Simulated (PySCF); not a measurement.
**P⁺: excitation energy**

P⁺ [Ne] 3s2 3p2 (3P) → P⁺ [Ne] 3s1 3p3, s spin flipped, as a difference of total energies. All numbers are calculated (PySCF 2.14, the spin-free X2C one-electron Hamiltonian (Gaussian nucleus), in x2c-QZVPPall (9s6p4d2f1g, 70 functions)). Correlated levels: valence and next inner shell: 1s2 frozen. The calculations carry no spin-orbit coupling.

```tsv
method	excitation energy (eV)
UHF	12.253
MP2 (valence and next inner shell)	10.421
SCS-MP2 (valence and next inner shell)	10.335
```

Task: How much does correlation contribute at MP2 (valence and next inner shell)?

Result: 10.421 − (12.253) = -1.832 eV, measured against UHF.

The upper determinant mixes two multiplicities, so it lies between the two terms.

The coupled-cluster amplitudes are large for the upper state (T1 above 0.03 or a double amplitude above 0.15), so a single reference is strained.
